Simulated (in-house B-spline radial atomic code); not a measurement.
Inner levels of nickel as electrons are removed. A shift is the extra binding of the orbital against the neutral atom ([Ar] 3d8 4s2). Computed with an all-electron radial atomic-structure program (B-spline basis): non-relativistic Hartree-Fock, average of the configuration, point nuclei.

```json
{"ion": "Ni9+", "configuration": "[Ar] 3d1", "shift of 1s (eV)": "228.44", "radius of 1s (bohr)": "0.054822", "Σ<r²> (bohr²)": "5.4105", "change of density at nucleus (bohr⁻³)": "31.649"}
{"ion": "Ni10+", "configuration": "[Ne] 3s2 3p6", "shift of 1s (eV)": "269", "radius of 1s (bohr)": "0.054825", "Σ<r²> (bohr²)": "4.7145", "change of density at nucleus (bohr⁻³)": "41.256"}
{"ion": "Ni11+", "configuration": "[Ne] 3s2 3p5", "shift of 1s (eV)": "314.63", "radius of 1s (bohr)": "0.054818", "Σ<r²> (bohr²)": "4.0554", "change of density at nucleus (bohr⁻³)": "53.982"}
{"ion": "Ni12+", "configuration": "[Ne] 3s2 3p4", "shift of 1s (eV)": "362.14", "radius of 1s (bohr)": "0.054811", "Σ<r²> (bohr²)": "3.4421", "change of density at nucleus (bohr⁻³)": "67.425"}
{"ion": "Ni13+", "configuration": "[Ne] 3s2 3p3", "shift of 1s (eV)": "411.51", "radius of 1s (bohr)": "0.054803", "Σ<r²> (bohr²)": "2.8701", "change of density at nucleus (bohr⁻³)": "81.588"}
{"ion": "Ni14+", "configuration": "[Ne] 3s2 3p2", "shift of 1s (eV)": "462.73", "radius of 1s (bohr)": "0.054794", "Σ<r²> (bohr²)": "2.3355", "change of density at nucleus (bohr⁻³)": "96.476"}
{"ion": "Ni15+", "configuration": "[Ne] 3s2 3p1", "shift of 1s (eV)": "515.79", "radius of 1s (bohr)": "0.054784", "Σ<r²> (bohr²)": "1.835", "change of density at nucleus (bohr⁻³)": "112.09"}
{"ion": "Ni16+", "configuration": "[Ne] 3s2", "shift of 1s (eV)": "570.69", "radius of 1s (bohr)": "0.054774", "Σ<r²> (bohr²)": "1.3657", "change of density at nucleus (bohr⁻³)": "128.44"}
{"ion": "Ni17+", "configuration": "[Ne] 3s1", "shift of 1s (eV)": "624.4", "radius of 1s (bohr)": "0.054771", "Σ<r²> (bohr²)": "0.90851", "change of density at nucleus (bohr⁻³)": "1.337"}
{"ion": "Ni18+", "configuration": "[He] 2s2 2p6", "shift of 1s (eV)": "?", "radius of 1s (bohr)": "?", "Σ<r²> (bohr²)": "?", "change of density at nucleus (bohr⁻³)": "?"}
{"ion": "Ni19+", "configuration": "[He] 2s2 2p5", "shift of 1s (eV)": "820.96", "radius of 1s (bohr)": "0.054708", "Σ<r²> (bohr²)": "0.40657", "change of density at nucleus (bohr⁻³)": "-84.772"}
{"ion": "Ni20+", "configuration": "[He] 2s2 2p4", "shift of 1s (eV)": "966.63", "radius of 1s (bohr)": "0.054644", "Σ<r²> (bohr²)": "0.34308", "change of density at nucleus (bohr⁻³)": "-33.002"}
{"ion": "Ni21+", "configuration": "[He] 2s2 2p3", "shift of 1s (eV)": "1116.54", "radius of 1s (bohr)": "0.054576", "Σ<r²> (bohr²)": "0.28379", "change of density at nucleus (bohr⁻³)": "20.737"}
{"ion": "Ni22+", "configuration": "[He] 2s2 2p2", "shift of 1s (eV)": "1270.68", "radius of 1s (bohr)": "0.054504", "Σ<r²> (bohr²)": "0.22835", "change of density at nucleus (bohr⁻³)": "76.458"}
{"ion": "Ni23+", "configuration": "[He] 2s2 2p1", "shift of 1s (eV)": "?", "radius of 1s (bohr)": "?", "Σ<r²> (bohr²)": "?", "change of density at nucleus (bohr⁻³)": "?"}
{"ion": "Ni24+", "configuration": "[He] 2s2", "shift of 1s (eV)": "?", "radius of 1s (bohr)": "?", "Σ<r²> (bohr²)": "?", "change of density at nucleus (bohr⁻³)": "?"}
{"ion": "Ni25+", "configuration": "[He] 2s1", "shift of 1s (eV)": "1733.79", "radius of 1s (bohr)": "0.054339", "Σ<r²> (bohr²)": "0.066574", "change of density at nucleus (bohr⁻³)": "-533.22"}
{"ion": "Ni26+", "configuration": "1s2", "shift of 1s (eV)": "1878.66", "radius of 1s (bohr)": "0.054299", "Σ<r²> (bohr²)": "0.0078759", "change of density at nucleus (bohr⁻³)": "-1295.9"}
{"ion": "Ni27+", "configuration": "1s1", "shift of 1s (eV)": "2350.32", "radius of 1s (bohr)": "0.053571", "Σ<r²> (bohr²)": "0.0038265", "change of density at nucleus (bohr⁻³)": "-7953.16"}
```

Task: Fill in the row of Ni18+.

Result: shift of 1s (eV): 679.57; radius of 1s (bohr): 0.054768; Σ<r²> (bohr²): 0.47464; change of density at nucleus (bohr⁻³): -134.59.

Task: Fill in the row of Ni23+.

Result: shift of 1s (eV): 1429.02; radius of 1s (bohr): 0.054428; Σ<r²> (bohr²): 0.17645; change of density at nucleus (bohr⁻³): 134.17.

Task: Fill in the row of Ni24+.

Result: shift of 1s (eV): 1591.54; radius of 1s (bohr): 0.054348; Σ<r²> (bohr²): 0.12782; change of density at nucleus (bohr⁻³): 193.89.
